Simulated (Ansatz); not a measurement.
Ideal-gas functions of CH5BrGeO (`C[O][GeH2][Br]`) at 400 K and 1 bar, from an Ansatz frequency run at PBE0-D4/def2-TZVP.

Molar mass 185.56 g/mol, point group Cs (symmetry number 1), electronic degeneracy 1, moments of inertia 57.253, 409.209, 456.602 u Å². Harmonic wavenumbers (cm⁻¹, unscaled): 21, 108, 118, 236, 333, 524, 633, 653, 773, 864, 1111, 1177, 1199, 1476, 1494, 1495, 2153, 2159, 2995, 3051, 3115.

Use S(trans) = R[1.5 ln M + 2.5 ln T − 1.1517]; rotational temperatures θ = 24.2544 K / I; S(rot) = R[ln(√π/σ · √(T³/θAθBθC)) + 1.5]; for each mode x = 1.438777 ν̃/T, S = R[x/(eˣ − 1) − ln(1 − e⁻ˣ)] and H = RT x/(eˣ − 1); 1 cm⁻¹ = 0.0119627 kJ/mol; R = 8.31446 J/(mol·K).

Problem. By hand: the entropy, in J/(mol·K).

Solution. Translation 180.1. Rotation: θ = 0.4236, 0.0593, 0.0531 K, giving 119.5. Vibration, mode by mode: 29.79, 16.23, 15.50, 9.92, 7.29, 4.18, 3.06, 2.90, 2.06, 1.59, 0.78, 0.64, 0.60, 0.26, 0.25, 0.25, 0.03, 0.03, 0.00, 0.00, 0.00, in all 95.4. Electronic 0.0. Sum 395.0 J/(mol·K).

Problem. By hand: H − E and G − E in kJ/mol, counted from the electronic energy.

Solution. Zero-point energy ½ × 25688 × 0.0119627 = 153.6; thermal vibration 17.3; translation, rotation and pV give 4 RT = 13.3. H − E = 184.2 kJ/mol, and G − E = 184.2 − 400 × 395.0/1000 = 26.2 kJ/mol.

Vibration gives 24 % of the entropy, 61.5 J/(mol·K) of it from the modes under 150 cm⁻¹: soft modes count most, and the harmonic formula is weakest for them. The sum counts one conformer and one mirror image; others add a mixing term.
